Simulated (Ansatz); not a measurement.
Cost and result for the atomization energy of CH5AlS2 (9 atoms, 9 bonds).

```xyz
9

C    -0.938    0.927   -0.397
Al    0.294    0.104    0.871
S     0.244   -2.139    1.084
S     1.757   -1.514   -0.205
H    -0.478    1.778   -0.907
H    -1.285    0.220   -1.154
H    -1.822    1.307    0.124
H     1.119    0.879    1.975
H     1.110   -1.561   -1.390
```

The species carries charge 0 and has multiplicity 1. The bonds changed during the relaxation, so this is another structure than the one it started from. The structure was optimised at the PBE0-D4/def2-TZVP level. It is one conformer, not always the lowest. Program: Ansatz. All runs use 2 threads of an Intel Xeon Platinum 8175M on a shared host. Times are those of one run each, without the atoms' runs, and a repeat can differ threefold. Electronic energies, without spin–orbit coupling; frozen cores. CCSD(T)/CBS adds CCSD(T) − MP2 in def2-TZVPP to the MP2 limit, and its time is that of the two runs behind it. T1 = 0.011. B3LYP takes the VWN-RPA correlation (the form of Gaussian; ORCA's B3LYP/G).

CCSD(T)/CBS is a level of theory with its own doubt, some kJ/mol a heavy atom from the limit and from the frozen cores, so smaller differences don't rank the functionals.

```
                            level  functions  wall time
             revPBE-D4/def2-TZVPP        227      3.2 s
               BLYP-D4/def2-TZVPP        227      3.2 s
                 CCSD(T)/def2-SVP         93      3.3 s
  PBE-D4/def2-TZVPP (with forces)        227      3.9 s
              BHLYP-D4/def2-TZVPP        227      5.5 s
          CAM-B3LYP-D4/def2-TZVPP        227        6 s
            r2SCANh-D4/def2-TZVPP        227      7.5 s
B3LYP-D4/def2-TZVPP (with forces)        227        8 s
              PBE-QIDH/def2-TZVPP        227      8.5 s
 ωB97M-V/def2-TZVPP (with forces)        227       17 s
                   MP2/def2-QZVPP        417       30 s
               CCSD(T)/def2-TZVPP        227       74 s
                CCSD(T)/CBS(def2)          –      100 s
```

Task: What atomization energy does each give, and how far from CCSD(T)/CBS? (Estimate.)

Result: Ansatz gave: 
```csv
level,atomization (kJ/mol),difference from CCSD(T)/CBS,per bond
revPBE-D4/def2-TZVPP,2824.1,-26.8,-3.0
BLYP-D4/def2-TZVPP,2814.3,-36.6,-4.1
CCSD(T)/def2-SVP,2634.1,-216.8,-24.1
PBE-D4/def2-TZVPP (with forces),2883.3,32.4,3.6
BHLYP-D4/def2-TZVPP,2766.1,-84.8,-9.4
CAM-B3LYP-D4/def2-TZVPP,2831.0,-19.9,-2.2
r2SCANh-D4/def2-TZVPP,2853.3,2.4,0.3
B3LYP-D4/def2-TZVPP (with forces),2830.8,-20.1,-2.2
PBE-QIDH/def2-TZVPP,2826.0,-24.9,-2.8
ωB97M-V/def2-TZVPP (with forces),2868.8,17.9,2.0
MP2/def2-QZVPP,2842.4,-8.5,-0.9
CCSD(T)/def2-TZVPP,2763.4,-87.5,-9.7
CCSD(T)/CBS(def2),2850.9,0.0,0.0
```

At CCSD(T), def2-SVP lies −216.8 kJ/mol from the extrapolated value and def2-TZVPP −87.5 kJ/mol: correlation converges slowly with the basis, and small sets miss more of it in the bonded molecule than in its fragments. From PBE to PBE0 (25 % exact exchange), in def2-TZVPP and without D4, the atomization energy moves by −32.4 kJ/mol: exact exchange takes away binding that semilocal exchange gives to molecules. The D4 term adds +36.2 kJ/mol with B3LYP and +19.0 kJ/mol with PBE0; it sums over pairs of atoms, weighted by their polarisabilities, and B3LYP, whose exchange is more repulsive, gets the larger term.
